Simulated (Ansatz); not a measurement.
Ideal-gas functions of Br$_{2}$F$_{2}$Zr, SMILES `[F][Zr]([F])([Br])[Br]` at 400 K and 1 bar, from an Ansatz frequency run at PBE0-D4/def2-TZVP.

Molar mass 289.03 g/mol, point group C2v (symmetry number 2), electronic degeneracy 1, moments of inertia 337.755, 753.053, 913.637 u Å². Harmonic wavenumbers (cm⁻¹, unscaled): 68, 109, 122, 137, 163, 282, 328, 688, 693.

Use S(trans) = R[1.5 ln M + 2.5 ln T − 1.1517]; rotational temperatures θ = 24.2544 K / I; S(rot) = R[ln(√π/σ · √(T³/θAθBθC)) + 1.5]; for each mode x = 1.438777 ν̃/T, S = R[x/(eˣ − 1) − ln(1 − e⁻ˣ)] and H = RT x/(eˣ − 1); 1 cm⁻¹ = 0.0119627 kJ/mol; R = 8.31446 J/(mol·K).

Question: By hand: the entropy, in J/(mol·K).

Answer: Translation 185.6. Rotation: θ = 0.0718, 0.0322, 0.0265 K, giving 126.5. Vibration, mode by mode: 20.04, 16.15, 15.23, 14.28, 12.87, 8.54, 7.41, 2.62, 2.59, in all 99.7. Electronic 0.0. Sum 411.8 J/(mol·K).

Question: By hand: H − E and G − E in kJ/mol, counted from the electronic energy.

Answer: Zero-point energy ½ × 2590 × 0.0119627 = 15.5; thermal vibration 18.5; translation, rotation and pV give 4 RT = 13.3. H − E = 47.3 kJ/mol, and G − E = 47.3 − 400 × 411.8/1000 = -117.4 kJ/mol.

Vibration gives 24 % of the entropy, 65.7 J/(mol·K) of it from the modes under 150 cm⁻¹: soft modes count most, and the harmonic formula is weakest for them.
